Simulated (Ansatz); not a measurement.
Cartesian coordinates (Å):
```xyz
8

C     -0.8859    -0.2969     0.0462
N      0.2691     0.5907     0.2162
C      1.4808     0.0949    -0.0290
N      2.5366    -0.3621    -0.1894
H     -1.0647    -0.5594    -1.0011
H     -1.7642     0.2030     0.4527
H     -0.7096    -1.2082     0.6157
H      0.1379     1.5380    -0.1113
```
Charge 0, multiplicity 1.

These are Ansatz (an electronic-structure program) with frozen-core CCSD(T)/cc-pVQZ // r2SCAN-D4/def2-TZVP values and carry that method's errors.

```json
{
  "HF energy": "-187.01904 Ha",
  "MP2 correlation energy": "-0.76964 Ha"
}
```

Q: Estimate the CCSD correlation energy, the (T) correction, the total energy and the T1 diagnostic.

A: 
```
Quantity                         Value
-----------------------  -------------
CCSD correlation energy    -0.77868 Ha
(T) correction             -0.03733 Ha
CCSD(T) total energy     -187.83505 Ha
T1 diagnostic                    0.013
```
